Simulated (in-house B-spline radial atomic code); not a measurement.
Configurations of Cd⁴⁺, with energies counted from [Kr] 4d8. Computed with a B-spline radial code for spherical atoms: scalar-relativistic (X2C) PBE, spin-polarised, spherical fractional occupations, Fermi nucleus of rms radius 4.6087 fm. Shells without spins written out take the highest spin.

Occupations are held fixed; configurations that lie above the ionisation limit could autoionise.

| configuration | E - E(ref) (eV) | highest orbital | its <r> (bohr) |
| --- | --- | --- | --- |
| [Kr] 4d7 5p1 | 27.505 | 5p up | 2.349 |
| [Ar] 3d10 4s2 4p5 4d9 | 57.531 | 4d down | 1.149 |
| [Ar] 3d10 4s2 4p5 4d8 5f1 | 111.44 | 5f up | 4.71 |
| [Ar] 3d9 4s2 4p6 4d9 | 396.71 | 4d down | 1.117 |
| [Ar] 3d9 4s2 4p6 4d8 5p1 | 427.04 | 5p up | 2.324 |
| [Ar] 3d(5 up, 4 down) 4s2 4p6 4d(3 up, 5 down) 5d(0 up, 1 down) | 440.94 | 5d down | 3.004 |

Q: Order these further configurations by energy, lowest first.
A. [Kr] 4d(5 up, 2 down) 5s(1 up, 0 down)
B. [Ar] 3d10 4s2 4p5 4d8 5s1
C. [Ar] 3d10 4s2 4p5 4d8 4f1
D. [Ar] 3d(5 up, 4 down) 4s2 4p6 4d(3 up, 5 down) 5f(0 up, 1 down)
E. [Ar] 3d10 4s2 4p5 4d8 5d1

A: A (17.713 eV), B (76.081 eV), E (99.286 eV), C (102.65 eV), D (453.29 eV).

Q: How far above the reference does [Ar] 3d9 4s2 4p6 4d8 5f1 lie?

A: 452.79 eV; its least bound orbital is 5f up with <r> = 4.68 bohr.

Q: How far above the reference does [Ar] 3d10 4s2 4p(2 up, 3 down) 4d(3 up, 5 down) 5p(0 up, 1 down) lie?

A: 85.919 eV; its least bound orbital is 5p down with <r> = 2.34 bohr.
